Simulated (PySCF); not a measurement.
C3H8FNSi. Atoms are numbered in the order given.

```xyz
14

C      2.4482     0.1699     0.7361
C      1.3118     0.3471     0.0635
F      0.7092     1.5663     0.1079
C      0.5259    -0.6315    -0.7360
Si    -1.2054    -0.9684    -0.0174
N     -2.1225     0.4918    -0.1834
H      2.9527    -0.7959     0.7155
H      2.8851     0.9872     1.3118
H      1.0767    -1.5816    -0.8063
H      0.3805    -0.2440    -1.7601
H     -1.0056    -1.4826     1.3773
H     -1.8750    -2.0460    -0.8030
H     -1.6670     1.3586     0.0905
H     -3.1112     0.5095     0.0479
```
Charge 0, spin multiplicity 1.

Coordinates come from a B3LYP-D3(BJ)/def2-SVP optimisation. This is a generated structure with no PubChem entry under its InChIKey; it may be hypothetical. The values are those of a single conformer.

All values below come from PBE0/pcSseg-1 (PySCF).

GIAO shieldings, no solvent; atoms listed in one row are averaged. δ = σ(ref) − σ: ¹³C against TMS (σ = 186.3 ppm); ¹⁹F against CFCl3 (σ = 167.2 ppm); ²⁹Si against TMS (σ = 352.7 ppm); ¹⁵N against NH3 (σ = 267.4 ppm); ¹H against TMS (σ = 31.56 ppm), references at their B3LYP-D3(BJ)/def2-TZVP geometries, non-relativistic.

| nucleus | atoms | count | δ (ppm) |
|---|---|---|---|
| ¹³C | C2 | 1 | 179.1 |
| ¹³C | C1 | 1 | 96.1 |
| ¹³C | C4 | 1 | 24.4 |
| ¹⁹F | F3 | 1 | -93.4 |
| ²⁹Si | Si5 | 1 | -26.1 |
| ¹⁵N | N6 | 1 | 11.0 |
| ¹H | H11 | 1 | 5.19 |
| ¹H | H8 | 1 | 5.01 |
| ¹H | H12 | 1 | 4.97 |
| ¹H | H7 | 1 | 4.67 |
| ¹H | H10 | 1 | 2.36 |
| ¹H | H9 | 1 | 1.76 |
| ¹H | H13 | 1 | 0.92 |
| ¹H | H14 | 1 | 0.35 |
